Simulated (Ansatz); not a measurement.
One change: `[AlH2][c]1ccccc1` becomes `CCNc1ccccc1`.

Ansatz, PBE0-D4/def2-TZVP geometries, multiplicity 1. Each molecule was computed in one conformer, which needn't be the lowest.

```tsv
property	`[AlH2][c]1ccccc1`
size of the dipole moment (ωB97M-V/def2-TZVPP) / D	1.03
HOMO energy (B3LYP/def2-TZVPP) / eV	-7.17
HOMO energy (PBE0/def2-TZVPP) / eV	-7.40
HOMO–LUMO gap (B3LYP/def2-TZVPP) / eV	5.33
HOMO–LUMO gap (PBE0/def2-TZVPP) / eV	5.75
LUMO energy (B3LYP/def2-TZVPP) / eV	-1.84
```

(1) Give the same properties after the change, and the shifts. (Estimate.)

Results:

(1) The calculation gave: 
```tsv
property	`CCNc1ccccc1`	shift
size of the dipole moment (ωB97M-V/def2-TZVPP) / D	1.85	0.82
HOMO energy (B3LYP/def2-TZVPP) / eV	-5.48	1.69
HOMO energy (PBE0/def2-TZVPP) / eV	-5.68	1.72
HOMO–LUMO gap (B3LYP/def2-TZVPP) / eV	5.32	-0.01
HOMO–LUMO gap (PBE0/def2-TZVPP) / eV	5.71	-0.04
LUMO energy (B3LYP/def2-TZVPP) / eV	-0.16	1.68
```

Dipoles are sizes alone; their direction can turn.

Positive LUMOs are unbound, so they and the gaps depend on the basis.

B3LYP here is the variant with VWN-RPA as its local correlation; programs differ in this.
